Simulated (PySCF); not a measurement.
The vertical singlet excitations below were computed for one of the candidates. The calculation used PySCF, TDDFT PBE0/def2-SVPD, vertical, gas phase, core orbitals frozen in the response. Geometries: GFN2-xTB, one conformer each.

```
state  ν̃ (cm⁻¹)       f  main configurations (H = HOMO, L = LUMO)
   S1      32220  0.0005                                 H→L (99%)
   S2      50880   0.080                               H-1→L (93%)
   S3      52220   0.027                  H→L+1 (84%), H→L+3 (10%)
   S4      55150   0.019                  H→L+2 (53%), H→L+3 (42%)
   S5      55410   0.032                               H-2→L (90%)
   S6      56390   0.097     H→L+3 (42%), H→L+2 (39%), H→L+1 (10%)
```

Orbital energies (eV): HOMO-3 -9.61, HOMO-2 -8.77, HOMO-1 -8.01, HOMO -6.84, LUMO -0.75, LUMO+1 0.86, LUMO+2 0.98.

Problem. Which structure fits? All have the formula C4H11NSi.
A. `C[Si@@H](N)C1CC1`
B. `[H]/N=C\C(C)(C)[SiH3]`
C. `C=CN(C)C[SiH3]`
D. `C=N[Si@H](C)CC`

Solution. D. Its S1, at 4.00 eV, is the lowest among the candidates; the nearest of the others has S1 at 4.92 eV. S1 is HOMO→LUMO (99%). Löwdin shares by element: HOMO nitrogen 56%, carbon 16% or more, silicon 9%, hydrogen 6% or more; LUMO carbon 41% or more, nitrogen 34%, hydrogen 13% or more. At the same level the other candidates give, for their lowest levels:
- `C[Si@@H](N)C1CC1`: 6.42 eV (f 0.015); 7.14 eV (f 0.024); 7.42 eV (f 0.007); 7.55 eV (f 0.042); 7.66 eV (f 0.017); T1 6.07 eV; HOMO -7.23, LUMO 0.55 eV
- `C=CN(C)C[SiH3]`: 4.92 eV (f 0.044); 5.55 eV (f 0.140); 5.59 eV (f 0.025); 5.71 eV (f 0.080); 5.94 eV (f 0.013); T1 3.90 eV; HOMO -5.56, LUMO 0.35 eV
- `[H]/N=C\C(C)(C)[SiH3]`: 5.08 eV (f 0.003); 6.56 eV (f 0.001); 6.86 eV (f 0.146); 7.15 eV (f 0.039); 7.37 eV (f 0.019); T1 4.28 eV; HOMO -7.24, LUMO -0.32 eV

The values belong to the conformer `[CH2:1]=[N:2][Si@H:3]([CH3:4])[CH2:5][CH3:6]`: C1–N2–Si3–C4 -124°, N2–Si3–C5–C6 -63°.
Triplets come from the Tamm–Dancoff approximation.
